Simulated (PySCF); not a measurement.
Bond curve of TlSb

Set-up: basis Tl def2-SVP with ECP60, Sb def2-SVP with ECP28; scalar-relativistic core potentials; PySCF 2.14. Energies in eV from Tl + Sb in their ground configurations at the same level. State: ³Σ⁻ (triplet), unpaired electrons π ↑↑.

All columns are B3LYP. A positive dipole means Tl(−)Sb(+).

```
R (Å)  E (eV)  μ (D)  Mulliken charge on Tl (basis-dependent)  HOMO (eV)  LUMO (eV)  Mayer bond order  ⟨S²⟩
2.602  -0.985  -0.67                                     0.10      -4.70      -3.70              1.28  2.00
2.723  -1.347  -1.21                                     0.14      -4.72      -3.50              1.23  2.00
2.844  -1.550  -1.74                                     0.17      -4.71      -3.33              1.19  2.00
2.934  -1.627  -2.13                                     0.19      -4.69      -3.21              1.16  2.00
3.025  -1.656  -2.50                                     0.21      -4.65      -3.10              1.14  2.01
3.116  -1.649  -2.86                                     0.23      -4.61      -3.00              1.12  2.01
3.237  -1.600  -3.32                                     0.24      -4.54      -2.89              1.09  2.01
3.388  -1.493  -3.84                                     0.26      -4.45      -2.78              1.05  2.01
3.570  -1.329  -4.39                                     0.27      -4.33      -2.68              1.02  2.02
3.812  -1.088  -4.98                                     0.27      -4.17      -2.62              0.96  2.05
```

A fit through these points gives, at Re = 3.051 Å, μ = -2.61 D and dμ/dR = -3.99 D/Å; the reduced mass is 76.05 u.

How strong is the fundamental in the double-harmonic approximation, I = 42.26·(dμ/dR)²/μred km/mol?

I = 42.26·(-3.99)²/76.05 = 8.85 km/mol at B3LYP.

These are scalar-relativistic numbers at best; spin–orbit coupling would shift them, the dissociation energy most. The state is the lowest determinant that a PBE0 search found; another state may lie lower at other levels.
